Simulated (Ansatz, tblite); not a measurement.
Isomers of TaGe12 (doublet), found by a short tight-binding search and relaxed with PBE-D4/def2-SVP in Ansatz.

In the def2 sets Ta takes a core potential; there is no spin–orbit coupling. The xTB rows come from tblite. Correlated methods freeze 108 core orbitals; core or outer-core shells of Ta, Ge are correlated, in sets that lack core-valence functions. Single mean-field runs in def2-SVP, def2-TZVP are fitted with def2-universal-jkfit.

Run but left out: HF/def2-SVP, MP2/def2-SVP (A: ⟨S²⟩ 2.08, where a pure state has 0.75).

Other spin states weren't relaxed.

A:

```xyz
13

Ta    0.940   -0.007   -0.355
Ge   -0.711   -0.243    1.765
Ge    2.747    1.891    0.291
Ge    1.408    1.938   -1.994
Ge   -4.326   -1.812    2.383
Ge   -3.179    0.186    1.360
Ge   -1.247   -1.216   -0.611
Ge   -4.836   -3.902    1.123
Ge    0.873    1.643    1.905
Ge    4.749    2.190   -1.176
Ge   -3.200   -2.402    0.181
Ge    3.322   -0.076   -1.475
Ge    3.460    1.809   -3.396
```

B:

```xyz
13

Ta   -0.2990    0.4524    0.1777
Ge    1.0853   -1.0240   -1.5755
Ge    1.0745   -1.5880    1.1816
Ge    3.4554   -2.1014   -0.5883
Ge    2.4677   -2.6449   -2.7517
Ge   -1.6068    2.7109    0.7999
Ge    2.3492    0.5882    0.3167
Ge   -3.8668    2.1909    1.8808
Ge   -1.6502    0.6166    2.4211
Ge   -2.1074    2.0357   -1.6235
Ge    3.5674   -1.2404    1.7274
Ge   -1.3587   -0.3700   -2.1712
Ge   -3.1105    0.3740    0.2050
```

Task: Estimate their order by electronic energy at PBE0-D4/def2-TZVP, counted from the lowest.

Result: B (0.00) < A (2.49), in eV.

Task: Do the other levels pick the same lowest one?

Result: All that were run do. Energies above each level's lowest (eV):

| level | A | B |
| --- | --- | --- |
| GFN1-xTB | 0.87 | 0.00 |
| GFN2-xTB | 4.05 | 0.00 |
| LDA (SPW92)/def2-TZVP | 2.28 | 0.00 |
| PBE-D4/def2-SVP | 2.22 | 0.00 |
| PBE-D4/def2-TZVP | 2.25 | 0.00 |
| r2SCAN-D4/def2-TZVP | 2.23 | 0.00 |
| PBE0-D4/def2-SVP | 2.45 | 0.00 |
| PBE0-D4/def2-TZVP | 2.49 | 0.00 |
| RPA@PBE/def2-SVP | 2.36 | 0.00 |
Point groups (tolerance 0.1 Å): A not assigned, B not assigned. Lower isomers may exist.
